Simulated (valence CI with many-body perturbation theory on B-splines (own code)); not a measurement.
Values are calculated unless marked as measured or tabulated.
## Pt57+: magnetic and hyperfine properties of the levels

Level of theory: configuration interaction combined with many-body perturbation theory (CI+MBPT): three valence electrons over a frozen Dirac-Fock core [Ar], a basis of 9 s, 9 p, 10 d, 8 f, 5 g, 3 h, 1 i functions for each j, with the one-electron correlation potential Σ1, the two-electron term Σ2, the three-electron term Σ3, Breit, model QED; selected CI, second order for the rest (own B-spline code, finite nucleus).

The last digits are not significant, and no measured levels were compared; by estimate large intervals hold to a few tenths of a per cent, small ones and those within an open d or f shell to about a per cent. The list stops below the first excitations out of the core. Only levels of the ground parity were solved; by the run's estimate the other parity begins above the list, which can be wrong where configurations are misplaced.

A/g_I is the dipole constant over the nuclear g factor μ/I (μ in nuclear magnetons, uniformly magnetised nucleus), B/Q the quadrupole constant per barn. Both hold the static response of the core; the bare values leave it out. Large factors of s and p1/2 electrons are usually good to 5 to 10 %; those of open d and f shells near neutrality can be off by tens of per cent, and small factors of p3/2, d and f electrons come from cancelling terms and can be off by a factor of two or in sign, in half-filled shells by more. B is blank for J = 1/2, where it vanishes, and for nearly pure S terms. Energies count from the lowest level.

Levels are named by their leading jj configuration (3d3/2^4 stands for four electrons in 3d with j = 3/2), which in mixed levels can hold well under half, so a name can repeat and another be missing. Letters in brackets count levels of one name in rising energy.

```tsv
Level	E (cm⁻¹)	g	A/g_I (MHz)	A/g_I bare	B/Q (MHz/b)	B/Q bare
(3d3/2^3) J=3/2	0	0.730	130000	129000	-81600	-82400
(3d3/2^2 3d5/2) J=5/2 [a]	693400	1.052	73800	74100	-43200	-43700
(3d3/2^2 3d5/2) J=3/2	746730	1.158	59300	60000	-13900	-14000
(3d3/2^2 3d5/2) J=9/2	776920	1.026	83600	83900	95000	95800
(3d3/2^2 3d5/2) J=7/2	780650	1.030	81100	81400	36700	37000
(3d3/2^2 3d5/2) J=1/2	793350	1.788	-58400	-55500		
(3d3/2^2 3d5/2) J=5/2 [b]	1000200	1.219	49800	50700	143000	145000
(3d3/2 3d5/2^2) J=7/2 [a]	1460300	1.121	59000	59600	-12100	-12300
(3d3/2 3d5/2^2) J=9/2	1500600	1.126	62600	63200	25800	25900
(3d3/2 3d5/2^2) J=3/2 [a]	1547000	1.097	71600	72100	-80400	-81100
(3d3/2 3d5/2^2) J=1/2	1572500	1.524	-26900	-24900		
(3d3/2 3d5/2^2) J=11/2	1581000	1.078	70900	71300	170000	172000
(3d3/2 3d5/2^2) J=5/2 [a]	1583100	1.302	20300	21500	90100	90900
(3d3/2 3d5/2^2) J=7/2 [b]	1663500	1.079	73100	73500	32700	33100
(3d3/2 3d5/2^2) J=5/2 [b]	1663700	1.085	74900	75300	-29400	-29700
(3d3/2 3d5/2^2) J=3/2 [b]	1843300	0.868	118000	118000	111000	112000
```

Take the isotope of mass number 195, with I = 1/2, μ = 0.6073 μN. What is the hyperfine structure of (3d3/2^2 3d5/2) J=5/2 [a]?

From the table A = 89600 MHz. Shifts from the centre of gravity in MHz: F = 2: -157000, F = 3: 112000.
